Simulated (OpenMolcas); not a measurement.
Cu2+ (d9) among equal point charges was computed by CASSCF with the d shell active (OpenMolcas, ANO-RCC-VDZP on the metal). Its lowest spin-free states, and all those of the highest spin:

```json
{"2S+1": "2", "Degeneracy": "3", "E (cm-1)": "0.0"}
{"2S+1": "2", "Degeneracy": "2", "E (cm-1)": "1161"}
```

Q: Is the site octahedral, tetrahedral or cube-like, axial, or of lower symmetry?

A: The states with 2S+1 = 2 have orbital degeneracies 3, 2. Threefold states need a cubic site. For d9 at this spin an octahedron puts the twofold E below the threefold T2 and a tetrahedron or cube puts the threefold T2 below the twofold E, so the site is a tetrahedron or a cube, which this pattern cannot tell apart. The first gap at this spin, 1160 cm-1, is |10Dq| in ligand-field theory. The run had Cu2+ among 4 point charges of -2.5 e arranged as a tetrahedron (Td), 2.11 Å from the ion.

An orbital triplet at a regular site is open to Jahn-Teller coupling, which can distort the site and quench the lowest spin-orbit gaps and is left out. The ground term spreads over less than 5000 cm-1, several times less than with real ligands, so orbital moments are less quenched and χT lies further from the spin-only value than at real sites. This is an electrostatic model: the charges have no orbitals. No measured value stands beside these numbers.
